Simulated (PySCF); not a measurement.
## Unknown compound

The spectra below were simulated for a compound C₆H₅NO₂.

1H NMR (400 MHz, computed): δ 8.70 (dd, J = 5.7, 1.0 Hz, 2H), 7.55 (dd, J = 5.7, 1.0 Hz, 2H), 5.70 (br s, 1H).

13C{1H} NMR (computed): δ 155.8 (C), 143.6 (CH, 2C), 125.8 (C), 116.7 (CH, 2C).

[PySCF 2.14.0 with density-fitted response routines: PBE0-D3(BJ)/def2-SVP geometry; shieldings: GIAO KT3/pcSseg-1; J couplings at B3LYP/pcJ-1 (without the spin–dipole term); non-relativistic; no solvent model; one computed conformer; one averaged value for each set of equivalent atoms]

δ = σ(ref) − σ, references computed at the same level: 1H and 13C vs TMS.

Task: Deduce the structure.

Result: 
- Rings plus π bonds: 5 (1 ring in the answer).
- 4 carbon signals for 6 carbons: some carbons are equivalent by symmetry or fast rotation.
- Carbon types of the structure: 2 × C, 4 × CH, leaving 1 H on heteroatoms.
- δC 155.8: carboxylic acid carbon; lone-pair donation from the attached heteroatom keeps it upfield of a ketone carbonyl.
- δC 143.6: aromatic CH next to a ring nitrogen; the adjacent pyridine-type nitrogen withdraws density from it.
- δC 125.8: substituted aromatic carbon.
- δC 116.7: aromatic CH.
- δH 8.70: hydrogen on an aromatic CH next to a ring nitrogen; ring current plus the neighbouring ring nitrogen.
- δH 7.55: hydrogen on an aromatic CH; it sits in the deshielding region of the aromatic ring current.
- δH 5.70: hydrogen on an acid hydroxyl oxygen; exchangeable; this is the value without hydrogen bonding to other molecules.
- The protons at 7.55 and 8.70 share a coupling of 5.7 Hz (vicinal, an ortho-type coupling).

The compound is SMILES O=C(O)c1ccncc1.

The shifts were computed for this structure.

Exchangeable OH/NH protons stand at their gas-phase positions; hydrogen bonding in a real sample shifts them, mostly to higher δ. Splittings below 1 Hz are ignored in the labels, and close J values are merged. Couplings among chemically equivalent protons are left out too, so labels in AA′BB′ or AA′XX′ sets are apparent multiplicities. Unscaled 3J(H,H) at this level run about 10 % above measured values. Shifts are as computed, not scaled to solution data. Of 1211 compounds with measured shifts, 218 miss one by over three times the rms of a fit or turn the order of signals round; such compounds aren't used in these exercises. Hydrogen bonding in solution deshields acid and N–H amide carbonyl carbons by as much as 10 ppm beyond these values.
